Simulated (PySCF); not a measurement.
Predicted microwave data (PBE0-D3(BJ)/def2-SVP geometry optimisation, gas phase in PySCF 2.14.0) for one isomer of C5H8Si:

| Item | Value |
| --- | --- |
| Rotational constants | A = 11283, B = 1026, C = 984.2 MHz |
| Dipole components | \|μa\| = 0.28 D, \|μb\| = 0.71 D, \|μc\| = 0.03 D |
| Inertial defect | -23.65 u·Å² |
| κ | -0.99 |

Problem. Which candidate fits, each taken in the one conformer that was computed?
A. `[CH:1]#[C:2][C@H:3]1[CH2:4][CH2:5][SiH2:6]1` with C2–C3–C4–C5 150°, C3–C4–C5–Si6 -24°, C4–C5–Si6–C3 20°, C2–C3–Si6–C5 -142°
B. `[CH:1]#[C:2]/[CH:3]=[CH:4]/[SiH2:5][CH3:6]` with C3–C4–Si5–C6 123°
C. `CC#C[SiH]1CC1`

Solution. B. It is C#C/C=C/[SiH2]C, a near-prolate asymmetric top, point group C1. The candidates at the same level (rigid rotor, commonest isotopes):

| SMILES | A (MHz) | B (MHz) | C (MHz) | μa (D) | μb (D) | μc (D) | Δ (u·Å²) | point group | rotor |
| --- | --- | --- | --- | --- | --- | --- | --- | --- | --- |
| C#C[C@H]1CC[SiH2]1 | 5993 | 1953 | 1596 | 1.10 | 0.33 | 0.17 | -26.46 | C1 | asymmetric top |
| C#C/C=C/[SiH2]C | 11283 | 1026 | 984.2 | 0.28 | 0.71 | 0.03 | -23.65 | C1 | near-prolate asymmetric top |
| CC#C[SiH]1CC1 | 9534 | 1181 | 1158 | 1.52 | 0.34 | 0.01 | -44.51 | – | – |

`CC#C[SiH]1CC1` has C 18 % too high; `C#C[C@H]1CC[SiH2]1` has B 90 % too high. No structure here is proved a minimum.
